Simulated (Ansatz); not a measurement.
Calculated with Ansatz (gas phase, PBE0-D4/def2-TZVP geometries, no zero-point term in ΔE). CBS: MP2 limit from def2 TZ/QZ plus the TZ coupled-cluster correction, frozen cores. Elements past krypton have def2 core potentials. For Br, Ga, In outer-core shells are correlated without core-valence functions, which leaves a few kJ/mol of doubt a bond. Scalar relativity is left out up to krypton. One conformer a species, not always the lowest.

Reaction (redistribution): `[NH2][GaH][Br]` + `[Cl][In]([Cl])[Br]` → `[Br][GaH][Br]` + `[NH2][In]([Cl])[Cl]`

```tsv
species	CCSD(T)/CBS(def2) energy (Eh)
`[NH2][GaH][Br]`	-4553.84396
`[Cl][In]([Cl])[Br]`	-3682.84497
`[Br][GaH][Br]`	-7071.28437
`[NH2][In]([Cl])[Cl]`	-1165.39137
```

Q: Work out ΔE.

A: ΔE = (-7071.28437) + (-1165.39137) − (-4553.84396) − (-3682.84497) = 0.01319 Eh = +34.6 kJ/mol.

Largest T1 diagnostic among the species: 0.013.

From BLYP to BHLYP (50 % exact exchange), in def2-TZVPP and without D4, ΔE moves by +6.1 kJ/mol. At CCSD(T), def2-SVP lies +7.5 kJ/mol from the extrapolated value and def2-TZVPP −3.8 kJ/mol.
